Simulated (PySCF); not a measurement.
## Correlation energy of Fe³⁺ (iron, charge +3)

Starting occupation: [Ar] 3d4 4p1, 3d5/2 with m_j = -1/2, +1/2, +3/2, +5/2, 4p3/2 with m_j = +3/2. All numbers are calculated (PySCF 2.14, X2C-1e with screened-nucleus spin-orbit coupling, Gaussian nucleus, in x2c-SVPall-2c with one added diffuse shell each of s, d type (6s5p4d1f, 48 functions)). Frozen: [Ne]; 13 electrons correlated; the 6 highest virtual spinors left out.

MP2 pair energies summed by pair of shells (mhartree):

| pair | energy | share (%) |
| --- | --- | --- |
| 3d-3p | -76.67 | 39.1 |
| 3p-3p | -72.86 | 37.2 |
| 3d-3d | -17.60 | 9.0 |
| 3p-3s | -10.91 | 5.6 |
| 3p-4p | -6.46 | 3.3 |
| 3d-3s | -5.12 | 2.6 |
| 3d-4p | -3.56 | 1.8 |
| 3s-3s | -2.51 | 1.3 |
| 3s-4p | -0.19 | 0.1 |

Total MP2 correlation energy: -195.88 mhartree.

The GHF reference relaxed away from the jj start to a determinant that is no pure jj level (⟨S²⟩ = 8.75, ⟨J²⟩ = 35.75); the energies belong to that determinant.

This basis was not built for core-valence correlation, so the inner-shell part is incomplete.
